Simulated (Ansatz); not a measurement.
C2H5FSSi, SMILES `C[Si@H]1S[C@H]1F` at its PBE0-D4/def2-TZVP geometry, where that method's forces vanish. Total charge 0; spin multiplicity 1.

```xyz
10

C    -1.1862   -0.0030   -1.0244
Si   -0.3170   -0.2303    0.5954
S     1.3102   -1.5499    0.7331
C     1.4588    0.2866    0.7276
F     2.0835    0.8032   -0.3779
H    -1.8899   -0.8183   -1.2055
H    -0.4542    0.0144   -1.8332
H    -1.7439    0.9372   -1.0277
H    -1.1918   -0.1122    1.7856
H     1.9305    0.6723    1.6270
```

Problem. What forces (eV/Å) does PBE-D4/def2-TZVPP give on these atoms in Ansatz? (Best estimate.)

Solution. Ansatz gave: 
```
C1  -0.001  0.000  0.008
Si2 -0.249  0.059  0.035
S3   0.175 -0.490  0.048
C4  -0.130  0.001  0.319
F5   0.320  0.297 -0.556
H6  -0.135 -0.151 -0.045
H7   0.133  0.005 -0.161
H8  -0.109  0.179 -0.008
H9  -0.111  0.008  0.143
H10  0.107  0.092  0.216
```
